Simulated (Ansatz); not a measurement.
Consider the redistribution: `[Cl][In]([Br])[Br]` + `N[SiH2]C(O)F` → `[Br][InH][Br]` + `N[Si@@H](Cl)[C@H](O)F`.

Calculated with Ansatz (gas phase, PBE0-D4/def2-TZVP geometries, no zero-point term in ΔE). CCSD(T)/CBS adds triple-zeta CCSD(T) − MP2 to the extrapolated MP2 energy (def2 sets, frozen cores). DFT in def2-TZVPP. Elements past krypton have def2 core potentials. For Br, In outer-core shells are correlated without core-valence functions, which leaves a few kJ/mol of doubt a bond. Scalar relativity is left out up to krypton. Each species was taken in one conformer, which may not be the lowest.

`[Cl][In]([Br])[Br]`:

Z-matrix (Å, degrees):
```
In
Cl 1 2.299
Br 1 2.434 2 119.4
Br 1 2.434 2 119.4 3 180.0
```

`N[SiH2]C(O)F`:

```xyz
11

N    -1.252    0.306    0.848
Si    0.446   -0.023    0.819
C     0.819   -0.154   -1.049
O    -0.198   -0.823   -1.685
F     0.907    1.163   -1.540
H    -1.575    1.249    0.695
H    -1.830   -0.156    1.532
H     0.645   -1.337    1.482
H     1.304    1.015    1.448
H     1.758   -0.640   -1.326
H    -1.023   -0.601   -1.224
```

`[Br][InH][Br]`:

Z-matrix (Å, degrees):
```
In
Br 1 2.454
Br 1 2.454 2 113.1
H 1 1.698 2 123.4 3 180.0
```

`N[Si@@H](Cl)[C@H](O)F`:

Cartesian coordinates in Å:
```
N -0.302 1.732 0.376
Si -0.662 0.103 0.648
Cl -2.603 -0.473 0.214
C 0.423 -0.912 -0.551
O 1.704 -0.985 -0.058
F 0.421 -0.237 -1.782
H -0.597 2.460 1.004
H -0.163 2.067 -0.564
H -0.444 -0.242 2.067
H 0.004 -1.902 -0.772
H 2.217 -1.610 -0.582
```

**Question.** Is it downhill or uphill in electronic energy at CCSD(T)/CBS, and by how much? (Estimate.)

**Answer.** Computed: Nearly level: ΔE = -0.02 eV.

**Question.** What do these levels give: r2SCAN-D4, PBE0-D4, ωB97M-V, B2PLYP, PBE, r2SCAN, HF/def2-TZVPP, MP2/def2-TZVPP, CCSD/def2-TZVPP, CCSD(T)/def2-TZVPP, MP2/def2-QZVPP, SCS-MP2/def2-QZVPP? (An estimate is asked.)

**Answer.** Computed: r2SCAN-D4 -0.06, PBE0-D4 -0.06, ωB97M-V -0.09, B2PLYP -0.02, PBE -0.03, r2SCAN -0.06, HF/def2-TZVPP -0.02, MP2/def2-TZVPP -0.03, CCSD/def2-TZVPP -0.04, CCSD(T)/def2-TZVPP -0.02, MP2/def2-QZVPP -0.03, SCS-MP2/def2-QZVPP -0.02 eV.

Largest T1 diagnostic among the species: 0.012.
